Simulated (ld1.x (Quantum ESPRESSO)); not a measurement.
## Before and after: TM potential for Co (Z = 27)

ld1.x (Quantum ESPRESSO) 7.5 input, shortened:

```
&input
   title='Co', zed=27., rel=2, dft='PBESOL', iswitch=3,
   config='[Ar] 3d7 4s1 4p0', rel_dist='average'
 /
 &inputp
   pseudotype=2, tm=.true., lloc=1,
   nlcc=.true.
 /
3
4S  1  0   1.00   0.00  1.85  1.85  0.0
3D  3  2   7.00   0.00  1.70  1.70  0.0
4P  2  1   0.00   0.00  3.00  3.00  0.0
 &test
   configts(1)='3d7 4s1 4p0'
 /
```

Open shells are filled in proportion to 2j + 1 (rel_dist='average').

All-electron outer shells of the reference configuration (PBEsol, scalar-relativistic, ld1.x):

```csv
shell,level (eV),outermost node (bohr),outermost maximum (bohr)
3p,-74.35,0.28,0.68
3d,-16.99,–,0.66
4s,-12.76,0.96,2.21
4p,-7.42,1.04,2.73
```

Change: all radii but the core radius scaled by about 0.87 (s 1.62, p 2.62, d 1.48 bohr).

Cutoffs: the cutoffs (Ry, on a coarse ladder) from which the occupation-weighted sum of valence levels, in a spherical-Bessel basis at the reference potential, stays within 10 and 1 mRy of its value at 400 Ry; they do not see the model core or the augmentation charge, which bear on the density cutoff. Errors are all-electron minus pseudo energies relative to the spin-unpolarised reference configuration.

Q: How do hardness, ghosts and transferability respond?

A: The potential gets harder (100 Ry and 160 Ry → 110 Ry and 200 Ry); both files keep a bound ghost (s); of the 7 tests that both files solve, the error grows in 4 and shrinks in 1 by more than 15 % and 0.3 meV (median size 14.7 → 26.3 meV). A smaller radius makes the pseudo-wave follow the all-electron one further in, where it bends more sharply, so more plane waves are needed.

```csv
quantity,base,changed
"cutoff, loose",100 Ry,110 Ry
"cutoff, tight",160 Ry,200 Ry
loose cutoff by channel (10 mRy a level),"s 8 Ry, d 80 Ry","s 30 Ry, d 100 Ry"
bound ghosts,s,s
"error for 3d7 4s2 4p0, meV [ΔE -9.05 eV]",-13,-26
"error for 3d7 4s0 4p0, meV [ΔE 16.70 eV]",-15,-12
"error for 3d6 4s0 4p0, meV [ΔE 52.53 eV]",-519,-593
"error for 3d5 4s0 4p0, meV [ΔE 107.85 eV]",-2020,-2461
"error for 3d6 4s2 4p1, meV [ΔE 0.64 eV]",-470,-524
"error for 3d7 4s0 4p2, meV [ΔE -0.03 eV]",-1.4,-4.4
"error for 3d7 4s0 4p1, meV [ΔE 5.39 eV]",-1.1,-2.2
```

 A true bound ghost makes a file unfit for plane-wave use even where its test errors are small: the radial tests pick states by their node count and pass the ghost by.
